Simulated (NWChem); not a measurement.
The numbers come from NWChem runs, not from measurements. System: germylsilane (H₆GeSi), charge 0, spin multiplicity 1, at a geometry optimised with PBE0/def2-SVP. Level: RHF/def2-TZVP.

Job file:

```
start mol
memory heap 200 mb stack 900 mb global 1100 mb
geometry units angstroms nocenter noautoz
  Si     0.061769     1.604304     0.000000
  Ge    -0.029915    -0.777016     0.000000
  H      0.782763     2.091356     1.215435
  H      0.782763     2.091356    -1.215435
  H     -1.320882     2.172304     0.000000
  H     -0.771586    -1.289161     1.249517
  H     -0.771586    -1.289161    -1.249517
  H      1.391037    -1.372451     0.000000
  symmetry group Cs
end
basis spherical
  * library def2-tzvp
end
scf
  rhf
  nopen 0
  maxiter 100
  thresh 1e-7
  semidirect memsize 60000000 filesize 0
end
task scf energy
```

NWChem printed:

```
             Northwest Computational Chemistry Package (NWChem) 7.3.0
             --------------------------------------------------------

                                NWChem Input Module
                                -------------------

 Scaling coordinates for geometry "geometry" by  1.889725989
 (inverse scale =  0.529177249)

 Turning off AUTOSYM since
 SYMMETRY directive was detected!

                             Geometry "geometry" -> ""
                             -------------------------

 Output coordinates in angstroms (scale by  1.889725989 to convert to a.u.)

  No.       Tag          Charge          X              Y              Z
 ---- ---------------- ---------- -------------- -------------- --------------
    1 Si                  14.0000     0.06176900     1.60430400     0.00000000
    2 Ge                  32.0000    -0.02991500    -0.77701600     0.00000000
    3 H                    1.0000     0.78276300     2.09135600     1.21543500
    4 H                    1.0000     0.78276300     2.09135600    -1.21543500
    5 H                    1.0000    -1.32088200     2.17230400     0.00000000
    6 H                    1.0000    -0.77158600    -1.28916100     1.24951700
    7 H                    1.0000    -0.77158600    -1.28916100    -1.24951700
    8 H                    1.0000     1.39103700    -1.37245100     0.00000000

 Effective nuclear repulsion energy (a.u.)     172.4170698719

            Nuclear Dipole moment (a.u.)
            ----------------------------
        X                 Y               Z
 ---------------- ---------------- ----------------
    -0.0000094486    -0.0000245664     0.0000000000

      Symmetry information
      --------------------

 Group name             Cs
 Group number              2
 Group order               2
 No. of unique centers     6

      Symmetry unique atoms

     1    2    3    5    6    8


 Summary of "ao basis" -> "" (spherical)
 ------------------------------------------------------------------------------
       Tag                 Description            Shells   Functions and Types
 ---------------- ------------------------------  ------  ---------------------
 *                         def2-tzvp                  on all atoms

 Summary of "ao basis" -> "ao basis" (spherical)
 ------------------------------------------------------------------------------
       Tag                 Description            Shells   Functions and Types
 ---------------- ------------------------------  ------  ---------------------
 Si                        def2-tzvp                13       37   5s5p2d1f
 Ge                        def2-tzvp                16       48   6s5p4d1f
 H                         def2-tzvp                 4        6   3s1p

                                 NWChem SCF Module
                                 -----------------

  ao basis        = "ao basis"
  functions       =   121
  atoms           =     8
  closed shells   =    26
  open shells     =     0
  charge          =   0.00
  wavefunction    = RHF
  use symmetry    = T
  symmetry adapt  = T

 Summary of "ao basis" -> "ao basis" (spherical)
 ------------------------------------------------------------------------------
       Tag                 Description            Shells   Functions and Types
 ---------------- ------------------------------  ------  ---------------------
 Si                        def2-tzvp                13       37   5s5p2d1f
 Ge                        def2-tzvp                16       48   6s5p4d1f
[...]
      Two-electron energy =   1103.922227752977
 Nuclear repulsion energy =    172.417069871934

        Time for solution =      3.5s

       Symmetry analysis of molecular orbitals - final
       -----------------------------------------------

  Numbering of irreducible representations:

     1 a'          2 a"

  Orbital symmetries:

     1 a'          2 a'          3 a'          4 a'          5 a"
     6 a'          7 a'          8 a'          9 a"         10 a'
    11 a'         12 a'         13 a"         14 a'         15 a'
    16 a"         17 a'         18 a'         19 a"         20 a'
    21 a'         22 a"         23 a'         24 a'         25 a"
    26 a'         27 a'         28 a"         29 a'         30 a'
    31 a'         32 a"         33 a'         34 a'         35 a"
    36 a'

             Final eigenvalues
             -----------------

              1
    1 -405.2240
    2  -68.7769
    3  -52.1334
    4  -46.2209
    5  -46.2208
    6  -46.2208
    7   -7.1771
    8   -6.1275
    9   -5.1526
   10   -5.1526
   11   -5.1525
   12   -4.2336
   13   -4.2334
   14   -4.2334
   15   -1.6268
   16   -1.6268
   17   -1.6254
   18   -1.6232
   19   -1.6232
   20   -0.7606
   21   -0.6801
   22   -0.4954
   23   -0.4954
   24   -0.4637
   25   -0.4637
   26   -0.3991
   27    0.1197
   28    0.1325
   29    0.1325
   30    0.1443
   31    0.1704
   32    0.1704
   33    0.1903
   34    0.2496
   35    0.2653
   36    0.2653

                       ROHF Final Molecular Orbital Analysis
                       -------------------------------------

 Vector   24  Occ=2.000000D+00  E=-4.636594D-01  Symmetry=a'
              MO Center=  2.3D-01, -3.6D-01, -1.6D-10, r^2= 4.4D+00
   Bfn.  Coefficient  Atom+Function         Bfn.  Coefficient  Atom+Function
  ----- ------------  ---------------      ----- ------------  ---------------
    53      0.281719  2 Ge px               117      0.239861  8 H  s
    56      0.186440  2 Ge px                15     -0.150326  1 Si px

 Vector   25  Occ=2.000000D+00  E=-4.636591D-01  Symmetry=a"
              MO Center= -2.6D-01, -3.4D-01,  1.1D-11, r^2= 4.4D+00
   Bfn.  Coefficient  Atom+Function         Bfn.  Coefficient  Atom+Function
  ----- ------------  ---------------      ----- ------------  ---------------
    55      0.281931  2 Ge pz               105      0.207729  6 H  s
   111     -0.207729  7 H  s                 58      0.186581  2 Ge pz
    17     -0.150431  1 Si pz

 Vector   26  Occ=2.000000D+00  E=-3.990886D-01  Symmetry=a'
              MO Center=  1.3D-02,  3.5D-01, -8.1D-15, r^2= 3.2D+00
   Bfn.  Coefficient  Atom+Function         Bfn.  Coefficient  Atom+Function
  ----- ------------  ---------------      ----- ------------  ---------------
    16      0.333110  1 Si py                54     -0.329710  2 Ge py
    57     -0.211352  2 Ge py

 Vector   27  Occ=0.000000D+00  E= 1.197413D-01  Symmetry=a'
              MO Center=  4.2D-02,  1.1D+00,  2.3D-15, r^2= 9.1D+00
   Bfn.  Coefficient  Atom+Function         Bfn.  Coefficient  Atom+Function
  ----- ------------  ---------------      ----- ------------  ---------------
    43      2.676326  2 Ge s                 19      1.899154  1 Si py
     5     -1.478032  1 Si s                 57      1.329647  2 Ge py
   106     -0.362354  6 H  s                112     -0.362354  7 H  s
   118     -0.362301  8 H  s                 16      0.259883  1 Si py
    78     -0.236734  2 Ge d  2              30      0.191579  1 Si d  2

 Vector   28  Occ=0.000000D+00  E= 1.324834D-01  Symmetry=a"
              MO Center= -2.0D-01,  7.1D-01, -1.8D-10, r^2= 5.3D+00
   Bfn.  Coefficient  Atom+Function         Bfn.  Coefficient  Atom+Function
  ----- ------------  ---------------      ----- ------------  ---------------
    20      1.364147  1 Si pz                88     -1.015848  3 H  s
    94      1.015848  4 H  s                106     -0.570490  6 H  s
   112      0.570490  7 H  s                 58      0.550251  2 Ge pz

 Vector   29  Occ=0.000000D+00  E= 1.324838D-01  Symmetry=a'
              MO Center=  2.5D-01,  7.0D-01,  1.5D-10, r^2= 5.3D+00
   Bfn.  Coefficient  Atom+Function         Bfn.  Coefficient  Atom+Function
  ----- ------------  ---------------      ----- ------------  ---------------
    18      1.363192  1 Si px               100      1.173063  5 H  s
   118     -0.658711  8 H  s                 88     -0.586488  3 H  s
    94     -0.586488  4 H  s                 56      0.549810  2 Ge px
   106      0.329363  6 H  s                112      0.329363  7 H  s

 center of mass
 --------------
 x =  -0.00682803 y =  -0.17737233 z =   0.00000000

 moments of inertia (a.u.)
 ------------------
         502.202987484449         -17.651233450787           0.000000000000
         -17.651233450787          44.423075544676           0.000000000000
           0.000000000000           0.000000000000         502.882641825498

  Mulliken analysis of the total density
  --------------------------------------

    Atom       Charge   Shell Charges
 -----------   ------   -------------------------------------------------------
    1 Si  14    13.90   2.00  0.58  1.39  0.81  0.49  4.12  1.73  0.52  1.56  0.39  0.11  0.16  0.02
    2 Ge  32    31.93   2.00  2.00  1.16  0.80  0.76  0.57  5.98  4.44  1.56  1.47  0.98  8.91  1.10  0.05  0.12  0.02
    3 H    1     1.04   0.24  0.56  0.24  0.01
    4 H    1     1.04   0.24  0.56  0.24  0.01
    5 H    1     1.04   0.24  0.56  0.24  0.01
    6 H    1     1.02   0.23  0.57  0.21  0.01
    7 H    1     1.02   0.23  0.57  0.21  0.01
    8 H    1     1.02   0.23  0.57  0.21  0.01

       Multipole analysis of the density wrt the origin
       ------------------------------------------------

     L   x y z        total         open         nuclear
     -   - - -        -----         ----         -------
     0   0 0 0     -0.000000      0.000000     52.000000

     1   1 0 0      0.002354      0.000000     -0.000009
     1   0 1 0      0.060623      0.000000     -0.000025
     1   0 0 1      0.000000      0.000000      0.000000

     2   2 0 0    -27.008405      0.000000     22.061649
     2   1 1 0     -0.030433      0.000000      9.342445
     2   1 0 1     -0.000000      0.000000      0.000000
     2   0 2 0    -27.798400      0.000000    264.355680
     2   0 1 1     -0.000000      0.000000      0.000000
     2   0 0 2    -27.007228      0.000000     21.701893

 Task  times  cpu:        8.4s     wall:        8.4s

 Total times  cpu:        8.4s     wall:        8.4s
```
